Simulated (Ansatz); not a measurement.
Ansatz results at the PBE0-D4/def2-TZVP geometry: size of the dipole moment (PBE/def2-TZVPP) 2.27 D; HOMO energy (PBE0/def2-TZVPP) -6.20 eV; LUMO energy (PBE/def2-TZVPP) -2.27 eV.

Each molecule was computed in one conformer, which needn't be the lowest.

(1) Which molecule gave them?
A. `[NH2][Y]([NH2])[OH]`
B. `[CH3][Y]([CH3])[NH2]`
C. `[NH2][Y]([Cl])[Cl]`
D. `[NH2][Y]([OH])[OH]`

Results:

(1) B. The others give `[NH2][Y]([OH])[OH]`: 0.64, -6.48, -2.01; `[NH2][Y]([Cl])[Cl]`: 2.73, -7.68, -2.99; `[NH2][Y]([NH2])[OH]`: 0.09, -6.41, -1.93.
